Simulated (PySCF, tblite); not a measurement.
Compound: C₄H₅OP₂ (charge -1).
Z-matrix (Å and degrees, GFN2-xTB geometry), rows numbered from 1:
```
C 
O   1  1.3907
C   2  1.3810  1  114.30
P   3  1.7413  2  116.95  1  -179.91
C   4  1.7498  3   92.49  2   180.00
C   5  1.3634  4  118.09  3    -0.01
P   3  1.7428  2  124.08  1     0.07
H   1  1.0999  2  111.01  3   -59.87
H   1  1.0999  2  111.00  3    59.48
H   1  1.0926  2  107.29  3   179.80
H   5  1.0842  4  119.76  3   179.98
H   6  1.0844  5  122.79  4  -180.00
```

The geometry is computed with GFN2-xTB (gas phase).

Masses are those of the commonest isotopes; rigid-rotor values at the optimised geometry. The values belong to one conformer with, in the numbering `[CH3:1][O:2][c:3]1[p:4][cH:5][cH:6][p-:7]1`, C1–O2–C3–P4 180°.

Give the principal moments of inertia and the rotational constants in MHz.

Ia = 159.89, Ib = 292.04, Ic = 448.76 u·Å²; 505379 MHz·u·Å²/I gives A = 3161, B = 1731, C = 1126 MHz.

What kind of rotor is it?

An asymmetric top; Ray's κ = -0.406.

What does the inertial defect say?

Not planar: Δ = Ic − Ia − Ib = -3.17 u·Å². For a rigid frame Δ = −2 Σ m c², so Σ m c² = 1.58 u·Å² lies off the ab plane, practically all of it from hydrogen. The atom farthest from that plane is 0.89 Å away.

Give the other two planar moments, Paa and Pbb, and the rms extents of the mass along the axes.

Paa = Σ m a² = (Ib + Ic − Ia)/2 = 290.46 and Pbb = Σ m b² = (Ia + Ic − Ib)/2 = 158.30 u·Å². With the mass M = 130.98 u, the rms extents √(P/M) along a, b and c are 1.49, 1.10, 0.11 Å.

Give the coordinates in the principal-axis frame, origin at the centre of mass.

The sense of each axis is arbitrary; atoms in the order of the calculation.
```
atom  mass (u)   a (Å)   b (Å)   c (Å)
  C1    12.000  -2.733  -0.062   0.001
  O2    15.995  -1.694   0.862  -0.001
  C3    12.000  -0.432   0.300   0.000
  P4    30.974   0.921   1.396   0.000
  C5    12.000   2.080   0.085   0.000
  C6    12.000   1.604  -1.193   0.000
  P7    30.974  -0.129  -1.417   0.000
  H8     1.008  -2.685  -0.710  -0.887
  H9     1.008  -2.680  -0.713   0.886
 H10     1.008  -3.669   0.501   0.004
 H11     1.008   3.142   0.305   0.000
 H12     1.008   2.254  -2.061   0.000
```

Its GFN2-xTB frequencies are all real (lowest 93 cm⁻¹). No vibrational averaging or centrifugal distortion is included, and the geometry carries the error of its method.
